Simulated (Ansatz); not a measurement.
W2O6, relaxed as a singlet with RKS PBE-D4/def2-SVP in Ansatz, starting from the GFN1-xTB geometry. Force threshold 0.02 eV/Å.

In the def2 sets W takes a core potential; there is no spin–orbit coupling. The structure comes from a short search, and lower isomers may exist.

Start:

```xyz
8

W     1.098   -0.759    0.362
W    -1.098    0.757   -0.362
O     2.062   -1.574   -0.761
O    -2.059    1.576    0.761
O     0.704    0.970   -0.105
O    -1.599    0.948   -1.964
O     1.594   -0.946    1.966
O    -0.704   -0.972    0.103
```

(1) Estimate the energy that the relaxation releases and the steps that it takes.

(2) Does the start keep its bonding and symmetry?

(3) Predict the relaxed structure.

## Answers

(1) 0.95 eV, in 6 steps; 6 s on 4 threads of Intel Xeon 6975P-C on a shared host. No frequencies were taken in this run, so the end may be a saddle point.

(2) By distances, no bond broke or formed. The bond that changes most is W1–O5, from 1.83 to 1.94 Å (atoms count from 1). Point group D2h at the start, D2h at the end, both within 0.05 Å.

(3) 
Cartesian coordinates in Å:
```
W 1.156 -0.797 0.380
W -1.156 0.797 -0.380
O 2.175 -1.654 -0.715
O -2.175 1.654 0.715
O 0.753 1.038 -0.111
O -1.714 1.029 -1.996
O 1.714 -1.029 1.996
O -0.753 -1.038 0.111
```
Bond lengths (bridged metal pairs left out): 8 × O–W 1.72 to 1.94 Å.
